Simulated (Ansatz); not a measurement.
Consider the atomization: `C[N](C)[In]([NH2])[NH2]` → 2 C• + 10 H• + In• + 3 N•.

Computed with Ansatz on PBE0-D4/def2-TZVP structures; ΔE is electronic, products minus reactants. CCSD(T)/CBS is the MP2 limit (def2-TZVPP, def2-QZVPP) plus CCSD(T) − MP2 in def2-TZVPP, frozen cores. This one scheme is used for every species, atoms too. DFT in def2-TZVPP. B3LYP here is the variant with VWN-RPA as its local correlation; programs differ in this. HSE06 is defined as in plane-wave codes. Open shells (•) are unrestricted, without spin–orbit coupling. Spin–orbit coupling would lower the free atoms: a little for C; strongly for In. Elements past krypton have def2 core potentials. For In outer-core shells are correlated without core-valence functions, so the limit isn't a true one: a few kJ/mol of doubt a bond, and 10 to 20 or more in all where bonds break to atoms. One conformer a species, not always the lowest.

| level | ΔE (kJ/mol) | difference from CCSD(T)/CBS |
| --- | --- | --- |
| LDA (SPW92) | 6288.8 | 807.9 |
| PBE-D4 | 5574.1 | 93.2 |
| revPBE-D4 | 5425.3 | -55.6 |
| BLYP-D4 | 5472.8 | -8.1 |
| B97M-V | 5439.1 | -41.8 |
| PBE0-D4 | 5454.7 | -26.2 |
| B3LYP-D4 | 5467.7 | -13.2 |
| r2SCANh-D4 | 5389.6 | -91.3 |
| HSE06-D4 | 5458.7 | -22.2 |
| BHLYP-D4 | 5285.3 | -195.6 |
| CAM-B3LYP-D4 | 5498.2 | 17.3 |
| ωB97X-V | 5488.8 | 7.9 |
| ωB97M-V | 5479.6 | -1.3 |
| B2PLYP | 5396.9 | -84.0 |
| PBE | 5541.8 | 60.9 |
| revPBE | 5331.8 | -149.1 |
| BLYP | 5403.8 | -77.1 |
| r2SCAN | 5418.5 | -62.4 |
| PBE0 | 5427.0 | -53.9 |
| B3LYP | 5416.2 | -64.7 |
| r2SCANh | 5380.5 | -100.4 |
| r2SCAN0 | 5326.4 | -154.5 |
| HSE06 | 5432.7 | -48.2 |
| BHLYP | 5244.2 | -236.7 |
| CAM-B3LYP | 5469.9 | -11.0 |
| LC-ωPBE | 5452.3 | -28.6 |
| HF/def2-SVP | 3699.9 | -1781.0 |
| MP2/def2-SVP | 5123.0 | -357.9 |
| CCSD/def2-SVP | 5026.5 | -454.4 |
| CCSD(T)/def2-SVP | 5085.8 | -395.1 |
| HF/def2-TZVPP | 3698.5 | -1782.4 |
| MP2/def2-TZVPP | 5356.9 | -124.0 |
| SCS-MP2/def2-TZVPP | 5371.7 | -109.2 |
| CCSD/def2-TZVPP | 5215.0 | -265.9 |
| CCSD(T)/def2-TZVPP | 5305.5 | -175.4 |
| MP2/def2-QZVPP | 5461.9 | -19.0 |
| SCS-MP2/def2-QZVPP | 5492.0 | 11.1 |
| HF/CBS(def2) | 3712.8 | -1768.1 |
| MP2/CBS(def2) | 5532.3 | 51.4 |
| CCSD/CBS(def2) | 5390.4 | -90.5 |
| CCSD(T)/CBS | 5480.9 | 0 |

Largest T1 diagnostic among the species: 0.015.

From BLYP to BHLYP (50 % exact exchange), in def2-TZVPP and without D4, ΔE moves by −159.6 kJ/mol: exact exchange takes away binding that semilocal exchange gives to molecules. At CCSD(T), def2-SVP lies −395.1 kJ/mol from the extrapolated value and def2-TZVPP −175.4 kJ/mol: correlation converges slowly with the basis, and small sets miss more of it in the bonded molecule than in its fragments. Leaving LDA and LC-ωPBE aside and taking each functional with its dispersion term where it has one, the values spread over 288.8 kJ/mol, from BHLYP-D4 to PBE-D4. LDA lies +747.1 kJ/mol from PBE without D4, its usual overbinding.

For atomizations the MP2-based limit and the directly extrapolated one differ by several kJ/mol either way, and by 10 to 25 for some Ge, Se and Sn compounds, so smaller differences from it don't rank the levels.
